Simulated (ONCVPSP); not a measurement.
# Configuration tests for Eu (ONCV)

- Element: Eu
- Generator: ONCVPSP 4.0.1
- Type: optimised norm-conserving Vanderbilt (ONCV)
- Functional: PBE
- Relativity: fully relativistic
- Frozen core: [Kr] 4d10 4f6
- Valence charge: 11
- Reference configuration: 5s2 5p6 5d1 6s2
- Partial waves: 5s+6s: rc 2.45 bohr, ncon 3, nbas 6, qcut 5.6 1/bohr, 3 projectors, debl 2.5 Ha; 5p: rc 2.45 bohr, ncon 4, nbas 9, qcut 7.1 1/bohr, 2 projectors, debl 0.4 Ha; 5d: rc 2.28 bohr, ncon 4, nbas 9, qcut 4 1/bohr, 1 projector
- Local potential: polynomial inside 2.15 bohr (lpopt 3, dvloc0 1 Ha)
- Core correction: polynomial model core, fcfact 0.2

Open shells are filled in proportion to 2j + 1.

In the p channel the program set the typed energies aside and used -0.934, 0.250 Ha (j = l + 1/2; the other j can differ).

Energies are relative to the spin-unpolarised reference configuration 5s2 5p6 5d1 6s2; without spin polarisation the order of configurations can differ from experiment. Not all tests gave a result: 1 of 4 tests not solved or not reliable.

```tsv
valence configuration	charge	ΔE all-electron (eV)	error AE − PS (meV)
5s2 5p6 5d1 6s1	+1	6.550	-2.8
5s2 5p6 5d1 6s0	+2	18.484	-20
5s1 5p6 5d1 6s2	+1	53.683	-490
```
